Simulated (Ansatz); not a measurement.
Sn3H6: single points at one geometry.

```yaml
crystal:
  periodic: [false, false, false]
  atoms:
    - {symbol: Sn, position_ang: [-0.430555, 1.282651, -0.029937]}
    - {symbol: Sn, position_ang: [2.098199, -0.881222, -0.294498]}
    - {symbol: Sn, position_ang: [-0.732101, -1.465344, -0.322077]}
    - {symbol: H, position_ang: [1.427698, 1.050452, -0.269240]}
    - {symbol: H, position_ang: [-0.570268, 2.422067, -1.307797]}
    - {symbol: H, position_ang: [-1.640138, -2.017304, 1.025779]}
    - {symbol: H, position_ang: [-1.673700, -1.696071, -1.741208]}
    - {symbol: H, position_ang: [-0.355663, 2.116070, 1.466566]}
    - {symbol: H, position_ang: [1.876540, -0.811300, 1.472403]}
basis:
  gaussian: {orbitals: def2-TZVP, initial_orbitals: start.molden}
hamiltonian: {xc: {name: LC-wPBE}}
scf: {omitted_lower_state_checks: [starts]}
output: {orbitals: {seedname: orbitals}}
```

The file start.molden holds the orbitals of an earlier run on this structure, at another level or in another basis.

```sh
$ ansatz run in.yaml --threads 4 --pin off --events-out ev --progress --plain --max-ram 3916MiB
```

Shortened log:

```
Functional definition: LC-wPBE
1428 factors; their error is unknown
519 factors; integrals over basis functions are off by at most 1.6e-5 eV
mean field evaluation 1: about -17594.2364 eV, gradient 6.1e0 eV
mean field evaluation 2: about -17594.4051 eV, gradient 1.6e-1 eV
mean field evaluation 4: about -17594.3911 eV, gradient 2.7e-4 eV
mean field -17594.39108994 eV, -646.5819466488 hartree, gradient 1.3e-5 eV, S^2 0.000000; 0 other end points of the search recorded, 0 dependent functions left out
reference -17594.39108995 eV, -646.5819466492 hartree; 36, 36 occupied and 150, 150 virtual orbitals, 1428 factors
Total energy: -17594.39108995 eV, -646.5819466492 hartree
Checks for a lower state left out: starts
```

It took 1.9 s on 4 threads of Arm Neoverse V2 on a shared host.

First input, but with `hamiltonian: {xc: {name: B2PLYP}}` and without the key `output` (abridged; 4.1 s):

```
Functional definition: B2PLYP
mean field -17565.60913338 eV, -645.5242292542 hartree, gradient 2.1e-6 eV, S^2 0.000000
12 core orbitals not correlated: weight in the atoms' cores, before any rotation towards them, 1.000 or more for the frozen orbitals, at most 0.000 for the correlated occupied ones
second order -31.87435899 eV of doubles, -0.00000000 eV of singles
Total energy: -17574.21541711 eV, -645.8405043478 hartree
Checks for a lower state left out: starts
```

As the first input, with `hamiltonian: {xc: hf}` (abridged; 1.4 s):

```
Functional definition: HF
mean field -17510.83354009 eV, -643.5112633291 hartree, gradient 1.9e-5 eV, S^2 0.000000
Total energy: -17510.83354009 eV, -643.5112633291 hartree
Checks for a lower state left out: starts
```

As the first input, with `gaussian: {orbitals: def2-SVP, initial_orbitals: start.molden}`, `hamiltonian: {xc: pbe, dispersion: d4}` (abridged; 0.8 s):

```
Functional definition: PBE
mean field -17590.55973872 eV, -646.4411470882 hartree, gradient 1.9e-5 eV, S^2 0.000000
Total energy: -17590.82332472 eV, -646.4508336953 hartree
Checks for a lower state left out: starts
```

Geometry: PBE0-D4/def2-SVP.

In the def2 sets Sn takes a core potential; there is no spin–orbit coupling. LC-ωPBE has ω = 0.4 bohr⁻¹. Correlated methods freeze 12 core orbitals; core or outer-core shells of Sn are correlated, in sets that lack core-valence functions. The structure comes from a short search, and lower isomers may exist.
